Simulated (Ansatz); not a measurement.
A made-up structure of BHTeF, doublet:

F1  (-0.113, 1.119, -1.142)
B2  (-0.206, 0.117, -0.060)
Te3  (1.705, -1.129, 0.665)
H4  (-1.386, -0.107, 0.537)
(Å)

It is relaxed with PBE-D4/def2-SVP and then PBE0-D4/def2-TZVP (Ansatz 0.2.0). Atoms count as bonded within 1.22 times the sum of their covalent radii (H–H: 0.88 Å). The end point is not checked to be a true minimum.

Task: Does its bonding change? (A judgement: the text doesn't fix the answer.)

Result: Computed: No: no bond forms or breaks.

Where it ends: The first stage lowers the energy by 0.83 eV in 6 steps. It ends as BHTeF ([F][BH][Te]):
```xyz
4
angstrom
F -0.1009 0.9990 -1.0196
B -0.1840 0.1045 -0.0536
Te 1.5224 -1.0077 0.5939
H -1.2376 -0.0958 0.4792
```

Labels in which every atom is bracketed show which atoms are joined, not bond orders.

For scale, one of the runs: PBE0-D4/def2-TZVP relaxation, 118 basis functions, launched by `ansatz run in.yaml --threads 2 --pin off --events-out ev --progress --plain --max-ram 4352MiB`. Hardware: 2 CPU threads of an Arm Neoverse V1, shared host. Wall time about 24 s.
